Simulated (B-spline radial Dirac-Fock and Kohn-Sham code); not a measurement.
**Two-hole binding energies of Sm²⁺**

System: Sm²⁺, [Xe] 4f6, inside a Watson sphere of charge -2 and radius 3 Å (a model of the Madelung potential; inside it an electron's potential energy is raised by 9.6 eV).

Input of the calculation (task.json; shells as n, l, electrons):

```json
{"items": [{
  "Z": 62,
  "q": 2,
  "cfg": [[1, 0, 2], [2, 0, 2], [2, 1, 6], [3, 0, 2], [3, 1, 6], [3, 2, 10], [4, 0, 2], [4, 1, 6], [4, 2, 10], [4, 3, 6], [5, 0, 2], [5, 1, 6]],
  "A": 152,
  "rrms": 5.0819,
  "watson": [-2, 3.0],
  "do": ["binding", "quiet", "double"]
}]}
```

Run with: `python xray_run.py task.json out`

The computed values come from a radial B-spline solver: multi-electron Dirac-Fock with separately optimised hole states, Breit and Lamb-shift corrections added in first order. U is the two-hole binding energy less the two single-hole energies, the effective repulsion of the holes after relaxation. Each two-hole energy is an average over J within one jj subconfiguration.

```
          holes  E(a) (eV)  E(b) (eV)  E(ab) (eV)  U (eV)
   1s⁻¹ 2p1/2⁻¹    46841.4     7320.7     54470.9   308.9
   1s⁻¹ 3p1/2⁻¹    46841.4     1553.2     48485.2    90.7
   1s⁻¹ 3d5/2⁻¹    46841.4     1089.0     48005.9    75.5
           2s⁻²     7750.5     7750.5     15672.7   171.8
        2p1/2⁻²     7320.7     7320.7     14859.6   218.2
   2s⁻¹ 2p3/2⁻¹     7750.5     6725.0     14630.2   154.8
2p1/2⁻¹ 2p3/2⁻¹     7320.7     6725.0     14236.7   191.1
        2p3/2⁻²     6725.0     6725.0           ?       ?
2p1/2⁻¹ 3p3/2⁻¹     7320.7     1430.4      8822.4    71.3
2p3/2⁻¹ 3d5/2⁻¹     6725.0     1089.0      7887.8    73.8
        3p1/2⁻²     1553.2     1553.2      3162.2    55.8
        3p3/2⁻²     1430.4     1430.4      2910.3    49.4
        3d5/2⁻²     1089.0     1089.0      2235.1    57.0
        4d5/2⁻²      142.1      142.1       306.0    21.7
```

Question: Give the missing two-hole energy and U.

Answer: E(ab) = 13637.5 eV and U = 187.6 eV.
